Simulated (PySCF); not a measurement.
AsH5Sn, SMILES [AsH2][SnH3].

The structure is a stationary point at PBE-D3(BJ)/def2-TZVP. The def2 effective core potentials stand for the cores of Sn; spin–orbit coupling is left out.

The numbers are results of IEF-PCM-M06-2X/def2-SVP (PySCF), not measurements.

The values are the electrostatic part of the solvation free energy, E(continuum) − E(gas) at the gas-phase geometry, in a cavity of scaled van der Waals radii (PySCF's table); cavitation and dispersion terms are not included. A continuum can't describe solvent molecules that bind to the metal. In vacuum the orbital gap is 8.83 eV. The dipole moment in vacuum is 0.60 D.

Computed values in water (ε = 78.36), tetrahydrofuran (ε = 7.43), benzene (ε = 2.27):
```csv
solvent,ε,ΔG(elec) (kcal/mol),dipole (D),gap (eV)
water,78.36,-1.0,0.87,8.86
tetrahydrofuran,7.43,-0.8,0.81,8.85
benzene,2.27,-0.4,0.70,8.84
```
